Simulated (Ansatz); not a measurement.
`C[SiH2][O][GeH3]` + `Cl[SiH2][NH][GeH2][Cl]` → `C[N]([SiH2]Cl)[GeH2][Cl]` + `[SiH3][O][GeH3]`  (substitution at a C–Si bond)

Program: Ansatz. Geometries: PBE0-D4/def2-TZVP. ΔE: electronic, gas phase. CCSD(T)/CBS is the MP2 limit (def2-TZVPP, def2-QZVPP) plus CCSD(T) − MP2 in def2-TZVPP, frozen cores. Functionals use def2-TZVPP. B3LYP here is the variant with VWN-RPA as its local correlation; programs differ in this. For Ge outer-core shells are correlated without core-valence functions, which leaves a few kJ/mol of doubt a bond. Scalar relativity is left out up to krypton. One conformer a species, not always the lowest.

`C[SiH2][O][GeH3]`:

Cartesian coordinates in Å:
```
C 1.543 1.584 0.404
Si 0.701 -0.070 0.491
O -0.658 -0.022 -0.423
Ge -1.925 -1.204 -0.804
H 1.815 1.827 -0.626
H 2.455 1.579 1.006
H 0.888 2.373 0.781
H 0.353 -0.402 1.904
H 1.611 -1.144 -0.007
H -2.901 -0.475 -1.734
H -2.606 -1.633 0.507
H -1.276 -2.412 -1.500
```

`Cl[SiH2][NH][GeH2][Cl]`:

Z-matrix (Å, degrees):
```
Si
N 1 1.707
Cl 1 2.063 2 112.7
H 1 1.478 2 107.8 3 -117.6
H 1 1.479 2 110.7 3 118.3
Ge 2 1.824 1 126.8 3 98.0
H 2 1.010 1 118.0 3 -80.4
Cl 6 2.160 2 109.4 1 100.5
H 6 1.530 2 110.1 1 -143.4
H 6 1.529 2 108.3 1 -16.1
```

`C[N]([SiH2]Cl)[GeH2][Cl]`:

Z-matrix (Å, degrees):
```
C
N 1 1.462
H 1 1.094 2 110.9
H 1 1.093 2 110.3 3 118.6
H 1 1.095 2 112.1 3 -121.5
Si 2 1.705 1 119.8 3 -136.7
Ge 2 1.828 1 116.6 3 50.0
Cl 6 2.067 2 112.8 1 -74.8
H 6 1.480 2 109.9 1 42.4
H 6 1.478 2 108.4 1 166.9
Cl 7 2.161 2 107.6 1 -68.4
H 7 1.528 2 109.3 1 174.1
H 7 1.533 2 110.5 1 46.1
```

`[SiH3][O][GeH3]`:

Z-matrix (Å, degrees):
```
Si
O 1 1.633
H 1 1.484 2 108.2
H 1 1.490 2 111.0 3 120.0
H 1 1.490 2 111.0 3 -120.0
Ge 2 1.776 1 134.7 3 179.5
H 6 1.532 2 105.5 1 -179.4
H 6 1.538 2 108.4 1 60.7
H 6 1.538 2 108.4 1 -59.6
```

```csv
level,ΔE (kcal/mol),difference from CCSD(T)/CBS
PBE-D4,20.5,-0.3
r2SCAN-D4,22.0,1.2
B3LYP-D4,20.1,-0.7
ωB97X-V,20.3,-0.5
ωB97M-V,21.3,0.5
B2PLYP,21.2,0.4
PBE,21.5,0.7
SCS-MP2/def2-TZVPP,19.8,-1.0
HF/def2-QZVPP,21.5,0.7
CCSD/CBS(def2),21.2,0.4
CCSD(T)/CBS,20.8,0
```

Largest T1 diagnostic among the species: 0.012.

The D4 term adds −1.6 kcal/mol with B3LYP and −0.9 kcal/mol with PBE0; it sums over pairs of atoms, weighted by their polarisabilities, and B3LYP, whose exchange is more repulsive, gets the larger term. In def2-TZVPP, CCSD(T) changes the Hartree–Fock value by −1.3 kcal/mol (the triples alone add −0.4 kcal/mol) and MP2 by −1.0 kcal/mol.
